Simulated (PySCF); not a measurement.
All numbers come from PySCF, PBE0, basis Br def2-TZVP, H def2-TZVP (no relativity, density fitting).

```xyz
3
charge 1 multiplicity 1, angstrom
Br    0.0000    0.0000   -0.0249
H     1.0458    0.0000    0.9753
H    -1.0458    0.0000    0.9753
```

[BrH2]+ (singlet), along the line from Br1 (at 0) through H2 (at 1.447 Å).

Q: Tabulate the fields along this line at -0.43, -0.29, -0.14, 0.07, 0.22, 0.36, 0.51, 0.65, 0.80, 0.94, 1.09, 1.23, 1.37, 1.59, 1.74, 1.88, 2.03, 2.17, 2.32 Å.

A: 
```
distance (Å)  electron density (e/Å³)  electron localisation function  electrostatic potential (V)
       -0.43                     10.5                           0.469                          147
       -0.29                     57.1                           0.778                          354
       -0.14                      202                           0.246                         1410
        0.07                     1470                           0.781                         4130
        0.22                      109                           0.655                          654
        0.36                       25                           0.698                          219
        0.51                     4.77                           0.222                          107
        0.65                     1.94                           0.211                         61.3
        0.80                      1.5                           0.701                         39.2
        0.94                     1.35                           0.928                           30
        1.09                     1.34                           0.981                         31.9
        1.23                     1.53                           0.996                         52.6
        1.37                        2                               1                          182
        1.59                     1.17                               1                         83.6
        1.74                    0.559                           0.998                         36.1
        1.88                     0.26                           0.994                         21.8
        2.03                    0.123                           0.986                         15.4
        2.17                    0.059                           0.975                         12.1
        2.32                   0.0295                           0.961                           10
```

On a grid of 0.07 Å the density has a local minimum along the bond near 1.01 Å from Br, at 1.33 e/Å³, where the ELF is 0.96.
